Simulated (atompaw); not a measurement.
molybdenum: PAW (atompaw) pseudisation with PBE, scalar-relativistic reference atom.

| Item | Value |
| --- | --- |
| Element | Mo |
| Generator | atompaw 4.2.0.5 |
| Type | PAW |
| Functional | PBE |
| Relativity | scalar-relativistic |
| Frozen core | [Ar] 3d10 |
| Valence charge | 14 |
| Reference configuration | 4s2 4p6 4d5 5s0.75 5p0.25 |
| Partial waves | 4s (bound): rc 1.30 bohr; 5s (bound): rc 2.70 bohr; 4p (bound): rc 2.20 bohr; 5p (bound): rc 2.70 bohr; 4d (bound): rc 2.05 bohr; 4d channel at 1.5 Ry: rc 2.70 bohr |
| Local potential | ultrasoft scheme with l = 3 at 0.5 Ry, radius 2.50 bohr |
| Core correction | smooth core density matched at 1.75 bohr |
| Augmentation charge | besselshape compensation charge, radius 2.65 bohr; PAW radius 2.70 bohr; waves and projectors: custom rrkj vanderbiltortho |

All-electron outer shells of the reference configuration (PBE, scalar-relativistic, ld1.x):

| shell | level (eV) | outermost node (bohr) | outermost maximum (bohr) |
| --- | --- | --- | --- |
| 3p | -379.59 | 0.17 | 0.38 |
| 3d | -221.33 | – | 0.32 |
| 4s | -64.71 | 0.51 | 0.99 |
| 4p | -38.85 | 0.52 | 1.08 |
| 5s | -4.33 | 1.34 | 2.93 |
| 4d | -4.10 | 0.53 | 1.38 |
| 5p | -1.25 | 1.54 | 4.11 |

Estimate the cutoffs (Ry, on a coarse ladder) from which the occupation-weighted sum of valence levels, in a spherical-Bessel basis at the reference potential, stays within 10 and 1 mRy of its value at 400 Ry.

25 Ry and 45 Ry.

What does a ghost test show?

No extra level below or beside the all-electron valence levels (s, p, d, f tested).

Is the overlap operator S = 1 + Σ q|β⟩⟨β| positive definite (Bessel basis up to 400 Ry)?

Yes: its lowest eigenvalue is 0.38 (s channel).
